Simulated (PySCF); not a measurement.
AlClH₃N, SMILES [NH2][AlH][Cl]. Atoms are numbered in the order given.

```xyz
6

Al    -0.5734    -0.4954     0.0000
H     -2.1272    -0.7219     0.0000
Cl     0.2242     1.4456     0.0000
N      0.5595    -1.8371     0.0000
H      1.5623    -1.7453     0.0000
H      0.2909    -2.8077     0.0000
```
Charge 0, spin multiplicity 1.

The structure is a stationary point at PBE0-D3(BJ)/def2-TZVP. Other conformers were not sampled.

Computed with PySCF with PBE0/pcJ-1.

Isotropic couplings with Fermi-contact, spin-dipole and both spin-orbit terms, one fixed conformer, no vibrational averaging. Isotopes: 14N, 1H.

Computed spin–spin coupling constants:
```tsv
pair	bonds apart	J (Hz)
N4–H5	1	54.3
N4–H6	1	54.0
H2–N4	2	11.9
H5–H6	2	-8.6
H2–H5	3	7.1
H2–H6	3	-0.9
```
